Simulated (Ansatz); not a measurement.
CH3Cl, charge +1, doublet, geometry from GFN2-xTB (a state made from the parent by changing its charge; the spin is typed, not shown lowest); Ansatz (a program for electronic structure) with B97M-V/def2-SVP.

Ansatz was given this input:
Ansatz 0.2 input:
```yaml
crystal:
  periodic: [false, false, false]
  atoms:
    - {symbol: C, position_ang: [-1.08267077, -0.02114820, -0.03195800]}
    - {symbol: Cl, position_ang: [0.64065512, 0.01251415, 0.01891069]}
    - {symbol: H, position_ang: [-1.42859924, -0.67442261, -0.85033520]}
    - {symbol: H, position_ang: [-1.48611056, -0.40516877, 0.91985068]}
    - {symbol: H, position_ang: [-1.48040265, 0.99374007, -0.19924927]}
basis:
  gaussian:
    orbitals: def2-SVP
hamiltonian:
  xc: {name: B97M-V}
total_charge: 1
magnetization: {spin_polarized: true, initial_magnetization: 1}
accuracy: high
```

Write the output that Ansatz gives for this input, abridged.


```
Functional definition: B97M-V
1021 factors; integrals over basis functions are off by at most 3.5e-9 eV
mean field evaluation 1: about -13582.2814 eV, gradient 3.8e1 eV
mean field evaluation 2: about -13568.1880 eV, gradient 5.5e1 eV
mean field evaluation 4: about -13589.1383 eV, gradient 2.8e0 eV
mean field evaluation 8: about -13589.1809 eV, gradient 5.3e-2 eV
mean field evaluation 16: about -13589.1809 eV, gradient 3.0e-6 eV
mean field evaluation 32: about -13589.1805 eV, gradient 4.0e-1 eV
mean field evaluation 64: about -13589.1809 eV, gradient 2.0e-8 eV
mean field -13589.18195828 eV, -499.3932258886 hartree, gradient 2.8e-8 eV, S^2 0.752455; 5 other end points of the search recorded, 0 dependent functions left out
reference -13589.18196146 eV, -499.3932260051 hartree; 13, 12 occupied and 34, 35 virtual orbitals, 1021 factors
Total energy: -13589.18196146 eV, -499.3932260051 hartree
```
